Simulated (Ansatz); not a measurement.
Cartesian coordinates (Å):
SMILES: [F][Al][F]
```xyz
3

F     -1.4206    -0.2770     0.0000
Al    -0.0001     0.5533     0.0000
F      1.4207    -0.2763     0.0000
```
Charge 0, spin multiplicity 2.

These are frozen-core CCSD(T)/cc-pVTZ // CAM-B3LYP-D3(BJ)/def2-TZVP (Ansatz, a program for electronic structure) values and carry that method's errors.

```yaml
HF energy: -441.00636 Ha
MP2 correlation energy: -0.56025 Ha
```

Question: Estimate the CCSD correlation energy, the (T) correction, the total energy and the T1 diagnostic.

Answer: 
```yaml
CCSD correlation energy: -0.55874 Ha
"(T) correction": -0.01624 Ha
CCSD(T) total energy: -441.58134 Ha
T1 diagnostic: 0.015
```
